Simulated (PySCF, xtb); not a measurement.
Mg(SiH3)(OSiH3) (H₆MgOSi₂), SMILES [SiH3][O][Mg][SiH3].

GFN2-xTB (xtb) at its own geometry gives an orbital gap of 3.26 eV and a dipole moment of 4.92 D.

The structure is a stationary point at ωB97X-D3(BJ)/def2-SVP. The structure was generated by enumeration; whether it is a known compound was not checked. The values are those of a single conformer.

Question: What does r2SCAN/def2-TZVP run with PySCF give? (The exact figures need the calculation; the answer reports its results.)

Answer: gap 5.22 eV (levels -6.68 and -1.46 eV), dipole 1.23 D.
